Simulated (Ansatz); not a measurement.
Geometry optimisation, RKS PBE0/def2-SVP (Ansatz 0.2.0).

The input (input.yaml):

```yaml
crystal:
  periodic: [false, false, false]
  atoms:
    - { symbol: Ge, position_ang: [-0.3428, 1.4851, -1.2988] }
    - { symbol: Al, position_ang: [0.0474, -0.341, 0.195] }
    - { symbol: C, position_ang: [-0.3488, -1.5495, 1.4847] }
    - { symbol: C, position_ang: [1.1389, -1.5366, 1.094] }
    - { symbol: H, position_ang: [0.5783, 1.4506, -2.5372] }
    - { symbol: H, position_ang: [-0.1753, 2.881, -0.5548] }
    - { symbol: H, position_ang: [-1.8285, 1.4534, -1.8097] }
    - { symbol: H, position_ang: [-0.97259, 0.51012, -0.58399] }
    - { symbol: H, position_ang: [2.0637, -1.9404, 1.2731] }
basis:
  gaussian: { orbitals: def2-SVP }
hamiltonian:
  xc: pbe0
relax:
  f_tol: 0.02
  max_steps: 50
```

Run as:

```bash
$ ansatz run input.yaml --threads 2 --pin off --max-ram 3072MiB --backend cpu --events-out ev --progress --plain --runs-dir out
```

**Question.** Where does it end, and by what steps?

**Answer.** The forces met the threshold. After 20 steps the energy has fallen by 6.960 eV; H8 moved furthest, 2.06 Å. The start is strongly strained (largest force component 9 eV/Å), so its close contacts needn't be bonds. Parted: Ge1–H8 (1.36 → 3.59 Å), Al2–C4 (1.85 → 3.14 Å).

| step | energy less start (eV) | largest force component (eV/Å) | accepted |
| --- | --- | --- | --- |
| 0 | 0.0000 | 8.879 | yes |
| 1 | -2.0765 | 4.325 | yes |
| 2 | -2.9217 | 6.941 | yes |
| 3 | -3.6696 | 1.230 | yes |
| 4 | -4.1480 | 1.437 | yes |
| 5 | -4.6592 | 1.304 | yes |
| 6 | -5.1065 | 0.685 | yes |
| 7 | -5.4301 | 0.575 | yes |
| 8 | -5.6861 | 0.710 | yes |
| 9 | -5.9483 | 0.746 | yes |
| 10 | -6.2358 | 0.803 | yes |
| 11 | -6.4624 | 0.780 | yes |
| 12 | -6.6614 | 0.502 | yes |
| 13 | -6.8053 | 0.704 | yes |
| 14 | -6.9099 | 0.363 | yes |
| 15 | -6.9315 | 0.246 | yes |
| 16 | -6.9353 | 0.300 | yes |
| 17 | -6.9561 | 0.231 | yes |
| 18 | -6.9602 | 0.051 | yes |
| 19 | -6.9602 | 0.128 | yes |
| 20 | -6.9604 | 0.003 | yes |

```xyz
9
Properties=species:S:1:pos:R:3
Ge -0.352 1.663 -1.578
Al -0.829 0.041 0.226
C 0.572 -1.102 0.853
C 1.484 -1.821 1.235
H 0.889 1.288 -2.414
H -0.090 3.068 -0.989
H -1.541 1.815 -2.552
H -2.257 -0.082 0.908
H 2.285 -2.456 1.573
```

The run took 23 s on 2 threads of AMD EPYC 9R45 96-Core Processor (Zen 5), with other jobs on the host, peak memory 0.25 GiB.
